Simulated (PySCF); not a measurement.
A run for PySCF: R-HF/3-21G on GeH4O (SMILES [OH][GeH3]).

```python
from pyscf import gto, scf, dft, mp
from pyscf.data.elements import chemcore

mol = gto.M(
    atom='''
    O    -0.36249088    0.71426461    0.57519460
    Ge    0.51478460   -0.70741770   -0.03530719
    H    -0.46111203    0.69065594    1.54997456
    H     1.93723128   -0.77697419    0.56828375
    H     0.58413740   -0.52577606   -1.55836036
    H    -0.23738852   -2.01144589    0.32022259
    ''',
    basis='3-21g',
    charge=0, spin=0, verbose=3, max_memory=1800)
mf = scf.RHF(mol)
mf.conv_tol = 1e-8
mf.max_cycle = 100
mf.kernel()
if not mf.converged:
    mf = mf.newton().run(mf.mo_coeff, mf.mo_occ)
```

Program output:

```
converged SCF energy = -2142.10742882737
```

Self-consistency was reached.

Cost: very roughly 0.24 core-seconds.
